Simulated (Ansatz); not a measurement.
A ladder of methods for AlHBr (SMILES [AlH][Br])

The species is AlHBr (3 atoms), meant as a doublet with charge 0. SMILES: `[AlH][Br]`. The coordinates come from a PBE0-D4/def2-TZVP relaxation.

```xyz
3

Al   -0.2967   -0.6280   -0.2391
Br    1.5845    0.0086    0.8711
H    -1.2989    0.5546   -0.6453
```

Quantity: the vertical energy of the quartet above the doublet, in eV. The values are calculated.

```
            level                    kind  program  value (eV)  less FCI/STO-3G
       UHF/STO-3G            Hartree–Fock   Ansatz        7.11            -0.13
    USVWN5/STO-3G                     LDA   Ansatz        7.09            -0.15
      UPBE/STO-3G                     GGA   Ansatz        6.98            -0.26
  U-r2SCAN/STO-3G                meta-GGA   Ansatz        6.98            -0.26
    UBHLYP/STO-3G           global hybrid   Ansatz        7.37            +0.13
   U-wB97X/STO-3G  range-separated hybrid   Ansatz        7.54            +0.30
UCAM-B3LYP/STO-3G  range-separated hybrid   Ansatz        7.31            +0.07
   RPA@PBE/STO-3G                     RPA   Ansatz        6.51            -0.73
     UCCSD/STO-3G   coupled cluster or CI   Ansatz        7.26            +0.02
       FCI/STO-3G      exact in the basis   Ansatz        7.24             0.00
```

FCI/STO-3G is exact within its basis and frozen core, so for wave-function methods in that basis the difference is their error; functionals converge differently with the basis, so for them it is only a difference. All-electron rows without a relativistic Hamiltonian named are non-relativistic. Spin-orbit coupling, which can split open shells on such heavy atoms by tenths of an eV, is left out. The values span 6.51 to 7.54 eV. All rows use very small basis sets, so none should be taken for the real molecule's value. In the correlated wave-function rows the outer d shell of Br is correlated, in sets not made for it.
